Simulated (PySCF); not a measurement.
P²⁺ (phosphorus, charge +2) across methods

[Ne] 3s2 3p1, 2P determinant. Calculation: PySCF 2.14, in aug-cc-pCVTZ-DK with one added diffuse shell each of s, p, d, f type (9s8p6d4f, 91 functions); the spin-free X2C one-electron Hamiltonian (Gaussian nucleus).

| method | E (hartree) | mean ε 3s α (eV) | mean ε 3s β (eV) | mean ε 3p α (eV) | Σ⟨r²⟩ (bohr²) | ⟨S²⟩ |
| --- | --- | --- | --- | --- | --- | --- |
| LDA | -339.6970 | -34.417 | -33.346 | -24.794 | 13.87 | 0.752 |
| LC-wPBE | -340.8689 | -39.241 | -37.550 | -29.401 | 13.85 | 0.756 |
| PW91 | -340.9672 | -34.417 | -33.278 | -25.012 | 13.87 | 0.754 |
| PBE | -340.8247 | -34.343 | -33.203 | -24.946 | 13.88 | 0.754 |
| UHF | -340.46422 | -40.157 | -37.175 | -29.969 | 14.05 | 0.763 |
| r2SCAN | -340.9435 | -34.679 | -33.337 | -25.399 | 13.91 | 0.758 |
| M06-L | -340.9679 | -34.704 | -33.256 | -25.077 | 13.73 | 0.755 |
| TPSS | -340.9996 | -34.605 | -33.227 | -25.266 | 13.87 | 0.755 |

(1) Estimate the same row for PBE0.

Results:

(1) E (hartree) = -340.8503; mean ε 3s α (eV) = -36.010; mean ε 3s β (eV) = -34.497; mean ε 3p α (eV) = -26.361; Σ⟨r²⟩ (bohr²) = 13.89; ⟨S²⟩ = 0.755.
